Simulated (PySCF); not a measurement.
Compound: C2H8AlAs.
Z-matrix (Å and degrees, PBE0-D3(BJ)/def2-SVP geometry), rows numbered from 1:
```
C 
C   1  1.3430
Al  2  1.9718  1  122.23
As  3  2.6404  2   92.09  1    90.66
H   1  1.0988  2  123.15  3  -179.77
H   1  1.0984  2  121.74  3     0.83
H   2  1.1011  1  115.84  3   179.61
H   3  1.6014  2  116.45  1    -8.60
H   3  1.5994  2  119.89  1  -168.18
H   4  1.5105  3  114.89  2   -58.73
H   4  1.5140  3  127.30  2   179.07
H   4  1.5113  3  117.14  2    54.30
```

Computed, not measured: PBE0-D3(BJ)/def2-SVP geometry optimisation, gas phase in PySCF 2.14.0.

Take the most abundant isotopes and a rigid rotor. The values belong to one conformer with, in the numbering `[CH2:1]=[CH:2][AlH2-:3][AsH3+:4]`, C1–C2–Al3–As4 91°.

**Question.** What are A, B and C (GHz)?

**Answer.** Ia = 92.97, Ib = 325.94, Ic = 387.54 u·Å²; 505379 MHz·u·Å²/I gives 5436, 1551 and 1304 MHz, that is A = 5.4358, B = 1.5505, C = 1.3041 GHz.

**Question.** Classify the top.

**Answer.** An asymmetric top. Ray's parameter κ = (2B − A − C)/(A − C) = -0.881; −1 is the prolate and +1 the oblate limit.

**Question.** What does the inertial defect say?

**Answer.** Not planar: Δ = Ic − Ia − Ib = -31.38 u·Å². For a rigid frame Δ = −2 Σ m c², so Σ m c² = 15.69 u·Å² lies off the ab plane: 10.85 from hydrogen and 4.84 from heavier atoms. The atom farthest from that plane is 1.66 Å away.

**Question.** Which types of transition are allowed, and where do some lines up to J = 4 fall?

**Answer.** The dipole components are |μa| = 2.87 D, |μb| = 2.35 D, |μc| = 0.31 D. The squared components, which scale the intensities, stand as 1.00 : 0.68 : 0.01 (a : b : c). Some lines, for components of 0.1 D or more:

| type | branch | J(Ka,Kc) | MHz | lower level (cm⁻¹) |
| --- | --- | --- | --- | --- |
| a | Q | 3(1,2) ← 3(1,3) | 1478 | 0.680 |
| c | Q | 2(1,2) ← 2(0,2) | 3650 | 0.285 |
| b | R | 3(0,3) ← 2(1,2) | 4868 | 0.407 |
| b | Q | 4(1,3) ← 4(0,4) | 5378 | 0.947 |
| a | R | 2(1,2) ← 1(1,1) | 5463 | 0.225 |
| a | R | 2(0,2) ← 1(0,1) | 5698 | 0.095 |
| a | R | 3(1,3) ← 2(1,2) | 8187 | 0.407 |
| a | R | 3(0,3) ← 2(0,2) | 8519 | 0.285 |
| a | R | 3(2,1) ← 2(2,0) | 8609 | 0.821 |
| c | R | 2(1,1) ← 1(0,1) | 10087 | 0.095 |
| b | Q | 3(2,1) ← 3(1,2) | 11350 | 0.729 |
| a | R | 4(2,3) ← 3(2,2) | 11410 | 1.106 |
| b | R | 2(2,1) ← 1(1,0) | 17611 | 0.233 |
| c | Q | 4(3,2) ← 4(2,2) | 19911 | 1.492 |
| b | R | 3(2,2) ← 2(1,1) | 20220 | 0.432 |
| c | R | 3(2,1) ← 2(1,1) | 20276 | 0.432 |
| c | R | 4(2,2) ← 3(1,2) | 22872 | 0.729 |
| c | R | 4(2,3) ← 3(1,3) | 24181 | 0.680 |
| b | R | 4(2,2) ← 3(1,3) | 24350 | 0.680 |
| b | Q | 4(4,1) ← 4(3,2) | 28039 | 2.157 |
| c | R | 3(3,0) ← 2(2,0) | 28602 | 0.821 |
| c | R | 4(3,1) ← 3(2,1) | 31435 | 1.108 |
| b | R | 4(4,1) ← 3(3,0) | 39479 | 1.775 |

**Question.** Estimate the classical rotational partition function at 100 K, 298.15 K and 500 K.

**Answer.** Point group C1, symmetry number σ = 1; q = (√π/σ)·√((kT/h)³/(ABC)), k/h = 20836.6 MHz/K: 50900 at 100 K, 262000 at 298.15 K, 569000 at 500 K.

Whether it is a minimum is left open (no frequencies). Constants of a rigid frame at the computed geometry: no zero-point averaging, no centrifugal distortion. A rigid rotor knows nothing of internal rotation, which can split or shift real lines. Quadrupole hyperfine structure (27Al, 75As) is left out.
